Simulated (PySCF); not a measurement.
The calculation used PBE0/pcSseg-1 in PySCF (dipole) on a GFN2-xTB geometry, gas phase. One conformer each; commonest isotopes, rigid rotors.

Species:
1. `[cH:1]1[cH:2][cH:3][c:4]([CH:5]2[CH2:6][SiH2:7][CH2:8]2)[cH:9][cH:10]1` with C3–C4–C5–C6 56°
2. `[CH2:1]=[C:2]=[C:3]=[CH:4][CH2:5][C:6]([NH2:7])=[O:8]` with C3–C4–C5–C6 -92°, C4–C5–C6–N7 61°, C5–C6–N7–H -8° and -177°
3. `[CH3:1][CH2:2][C@H:3]([CH2:4][O:5][CH3:6])[O:7][CH3:8]` with C1–C2–C3–C4 -175°, C2–C3–C4–O5 155°, C3–C4–O5–C6 180°, C2–C3–O7–C8 -163°
4. `[CH3:1][C:2](=[S:3])[S:4][Si@@H:5]([Cl:6])[S:7][SiH3:8]` with C1–C2–S4–Si5 179°, C2–S4–Si5–Cl6 71°, S4–Si5–S7–Si8 -178°

Rotational constants (MHz) and dipole components (D):

```
set     A      B      C    μa    μb    μc
  P  3047  666.0  608.6  0.19  0.23  0.00
  Q  3126   1156  907.1  1.26  0.85  0.07
  R  1520  412.9  358.6  0.40  0.44  0.50
  S  5563  970.1  862.5  3.30  1.24  0.47
```

Problem. Match each set to its species.

Solution. P = 1, Q = 3, R = 4, S = 2.

- 1 (set P): mass 148.1 u, 10 heavy atoms, longest extent 8.5 Å, Cs, near-prolate asymmetric top, Ia, Ib, Ic = 165.9, 758.8, 830.3 u·Å².
- 2 (set S): mass 109.1 u, 8 heavy atoms, longest extent 7.4 Å, C1, near-prolate asymmetric top, Ia, Ib, Ic = 90.8, 521.0, 585.9 u·Å².
- 3 (set Q): mass 118.1 u, 8 heavy atoms, longest extent 7.8 Å, C1, asymmetric top, Ia, Ib, Ic = 161.7, 437.0, 557.2 u·Å².
- 4 (set R): mass 217.9 u, 8 heavy atoms, longest extent 9.6 Å, C1, near-prolate asymmetric top, Ia, Ib, Ic = 332.6, 1224.1, 1409.2 u·Å².

Each constant is 505379 MHz·u·Å² over a principal moment. Point groups hold within 0.08 Å; constants that symmetry makes equal can differ a little in the computed geometry, and forbidden dipole components can keep a residue. No structure here is proved a minimum.
